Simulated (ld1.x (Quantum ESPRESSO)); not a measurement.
## Reading a pseudo-wave (Ga (Z = 31))

Columns: radius, all-electron u(r) and pseudo u(r) of the 4s shell (level -10.01 eV) of gallium in the configuration [Ar] 3d10 4s1 4p2; BLYP, scalar-relativistic, ultrasoft scheme, ld1.x (Quantum ESPRESSO) 7.5.

```tsv
r (bohr)	all-electron	pseudo
0.123	-0.1838	-0.0577
0.245	-0.0362	-0.1155
0.368	0.2382	-0.1746
0.490	0.3267	-0.2343
0.613	0.2536	-0.2956
0.735	0.1004	-0.3568
0.858	-0.0766	-0.4183
0.980	-0.2431	-0.4778
1.103	-0.3875	-0.5348
1.225	-0.5029	-0.5870
1.348	-0.5914	-0.6333
1.470	-0.6541	-0.6715
1.593	-0.6956	-0.7007
1.715	-0.7186	-0.7193
1.838	-0.7268	-0.7268
1.960	-0.7232	-0.7232
2.083	-0.7103	-0.7103
2.205	-0.6905	-0.6905
2.328	-0.6652	-0.6652
2.450	-0.6366	-0.6366
2.573	-0.6052	-0.6052
2.695	-0.5727	-0.5727
2.818	-0.5392	-0.5392
2.940	-0.5060	-0.5060
3.063	-0.4730	-0.4730
3.185	-0.4411	-0.4411
```

(1) How many radial nodes do the two functions have?

(2) At about which radius was the pseudo-wave matched?

(3) Where does each function peak?

(4) Is the pseudo-wave norm-conserving?

## Answers

(1) The all-electron 4s function has n − l − 1 = 3 (the table is too coarse to show those close to the nucleus); the pseudo-wave has 0, since the states of the same l below it are removed with the core.

(2) 1.86 bohr, where the columns begin to agree (steps of 0.12 bohr).

(3) Outermost all-electron maximum near 1.84 bohr, pseudo maximum near 1.84 bohr (to the table’s step).

(4) No, it belongs to an ultrasoft set: the norm inside the radius is not constrained, and the difference is carried by the augmentation charge.
